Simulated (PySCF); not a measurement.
**TlCl: energy against distance**

Set-up: Tl cc-pVTZ-PP with ECP60, Cl cc-pV(T+d)Z; scalar-relativistic core potentials (PySCF 2.14). Energies in eV from Tl + Cl in their ground configurations at the same level. State: ¹Σ⁺ (singlet), closed shell.

| R (Å) | PBE0 |
| --- | --- |
| 2.164 | -3.523 |
| 2.264 | -4.002 |
| 2.365 | -4.258 |
| 2.441 | -4.346 |
| 2.516 | -4.369 |
| 2.591 | -4.344 |
| 2.692 | -4.257 |
| 2.818 | -4.091 |
| 2.969 | -3.846 |
| 3.170 | -3.492 |

Task: Put a parabola through the three lowest points of the PBE0 curve and estimate Re, k and ωe (reduced mass 29.87 u; 1 eV/Å² = 0.16022 mdyn/Å; ωe = 1302.8·√(k/μ) cm⁻¹).

Result: Through R = 2.441, 2.516, 2.591 Å the second-order coefficient is 4.27 eV/Å², so Re ≈ 2.514 Å, k ≈ 1.37 mdyn/Å and ωe ≈ 279 cm⁻¹. A polynomial fit of higher order to the unrounded PBE0 energies gives Re = 2.511 Å, k = 1.38 mdyn/Å, ωe = 280 cm⁻¹; anharmonicity and rounding make the difference.

The higher-order fit for each curve: PBE0: Re = 2.511 Å, ωe = 280 cm⁻¹, De = 4.37 eV.

Spin–orbit coupling is left out, which matters for elements this heavy, above all for dissociation energies.
